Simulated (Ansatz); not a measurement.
Reaction (ligand exchange at the Si–Cl bond): `Cl[SiH2]Br` + `[OH][AlH2]` → `[AlH2][O][SiH2]Br` + HCl

Isolated molecules relaxed with PBE0-D4/def2-TZVP in Ansatz; ΔE leaves out vibrations. CCSD(T)/CBS is the MP2 limit (def2-TZVPP, def2-QZVPP) plus CCSD(T) − MP2 in def2-TZVPP, frozen cores. This one scheme is used for every species. For Br outer-core shells are correlated without core-valence functions, which leaves a few kJ/mol of doubt a bond. Scalar relativity is left out up to krypton. Each species was taken in one conformer, which may not be the lowest.

```csv
species,CCSD/def2-TZVPP energy (Eh)
`Cl[SiH2]Br`,-3322.75849
`[OH][AlH2]`,-318.96211
`[AlH2][O][SiH2]Br`,-3181.41101
HCl,-460.32332
```

Problem. Work out ΔE.

Solution. ΔE = (-3181.41101) + (-460.32332) − (-3322.75849) − (-318.96211) = -0.01373 Eh = -36.0 kJ/mol. CCSD(T)/CBS gives -29.7 kJ/mol.

Largest T1 diagnostic among the species: 0.012.

From PBE to PBE0 (25 % exact exchange), in def2-TZVPP and without D4, ΔE moves by −5.6 kJ/mol. In def2-TZVPP, CCSD(T) changes the Hartree–Fock value by +10.1 kJ/mol (the triples alone add +2.4 kJ/mol) and MP2 by +14.1 kJ/mol.
